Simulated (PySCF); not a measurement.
Si(H)(Cl)2(OH) (Cl₂H₂OSi), SMILES [SiH](Cl)(Cl)O. Geometry optimised at PBE0-D3(BJ)/def2-SVP. One conformer was computed; it need not be the lowest.

Method: PBE0-D3(BJ)/def2-SVP (PySCF).

Harmonic wavenumbers (cm⁻¹): 179, 184, 295, 306, 524, 597, 771, 811, 865, 952, 2348, 3926. Rotational constants (GHz): 4.562, 2.443, 1.730; symmetry number 1.

Task: Work out the zero-point energy and the ideal-gas rigid-rotor harmonic-oscillator thermochemistry at 298.15 K and 1 atm.

Result: ZPE = ½ Σ hcν = ½ × 11757 cm⁻¹ = 70.32 kJ/mol. H − E(el) = 87.21 kJ/mol. Entropy in J/(mol K): translation 168.14, rotation 113.86, vibration 38.56, total 320.56. G − E(el) = -8.36 kJ/mol. Cp = 81.91 J/(mol K).
